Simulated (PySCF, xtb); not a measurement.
InI₂, SMILES [I][In+][I], charge +1.

GFN2-xTB run with xtb at its own geometry gives an orbital gap of 1.54 eV.

Geometry optimised at B3LYP-D3(BJ)/def2-SVP. The spin state was assumed, not searched. The isomer is the one that the SMILES or the coordinates give; other isomers of the formula were not compared. The def2 effective core potentials stand for the cores of I, In; spin–orbit coupling is left out.

### Question
What does PBE0/def2-TZVPD (PySCF) give? (Estimate from the structure and the level; the computed values follow.)

### Answer
gap 4.24 eV (levels -12.86 and -8.62 eV).
